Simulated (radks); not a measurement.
Question: Species: O+. Configuration: [He] 2s2 2p3. Method: Dirac Kohn-Sham, PBE, spin-unpolarised, spherical densities, finite nucleus; open shells fill j = l - 1/2 first; Fermi nuclear charge, rms radius 2.6991 fm; computed with a radial shooting solver on a logarithmic mesh with Libxc functionals. Some entries of the table are withheld. Estimate them.

| orbital | occ. | eigenvalue (hartree) | r(max) (bohr) | <r> (bohr) |
|---|---|---|---|---|
| 1s1/2 | 2 | (1) | (2) | 0.1995 |
| 2s1/2 | 2 | -1.45729 | 0.8538 | 1.084 |
| 2p1/2 | 2 | -0.89927 | (3) | (4) |
| 2p3/2 | 1 | -0.89765 | (5) | (6) |

Answer: 
(1) 1s1/2 eigenvalue (hartree): -19.60660
(2) 1s1/2 r(max) (bohr): 0.1291
(3) 2p1/2 r(max) (bohr): 0.7817
(4) 2p1/2 <r> (bohr): 1.109
(5) 2p3/2 r(max) (bohr): 0.7827
(6) 2p3/2 <r> (bohr): 1.110
